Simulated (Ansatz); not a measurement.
Program: Ansatz. Geometries: PBE0-D4/def2-TZVP. ΔE: electronic, gas phase. CBS: MP2 limit from def2 TZ/QZ plus the TZ coupled-cluster correction, frozen cores. This one scheme is used for every species. Functionals use def2-TZVPP. HSE06 is defined as in plane-wave codes. For Ge, Se outer-core shells are correlated without core-valence functions, which leaves a few kJ/mol of doubt a bond. Scalar relativity is left out up to krypton.

Consider the hydrogenolysis of the Se–Ge bond: `B[Se][GeH3]` + H₂ → `B[SeH]` + GeH₄.

Problem. Is it downhill or uphill in electronic energy at CCSD(T)/CBS, and by how much? (Best estimate.)

Solution. Computed: Uphill: ΔE = +34.3 kJ/mol.

Problem. What do these levels give: PBE-D4, r2SCANh-D4, ωB97X-V, HSE06, CCSD/def2-SVP, CCSD(T)/def2-SVP? (Estimate.)

Solution. Computed: PBE-D4 35.1, r2SCANh-D4 33.5, ωB97X-V 28.0, HSE06 28.2, CCSD/def2-SVP 11.6, CCSD(T)/def2-SVP 14.5 kJ/mol.

Largest T1 diagnostic among the species: 0.013.

At CCSD(T), def2-SVP lies −19.8 kJ/mol from the extrapolated value and def2-TZVPP −4.1 kJ/mol. Leaving LDA and LC-ωPBE aside and taking each functional with its dispersion term where it has one, the values, not all of them listed here, spread over 18.5 kJ/mol, from B97M-V to revPBE-D4. LDA lies −3.6 kJ/mol from PBE without D4.
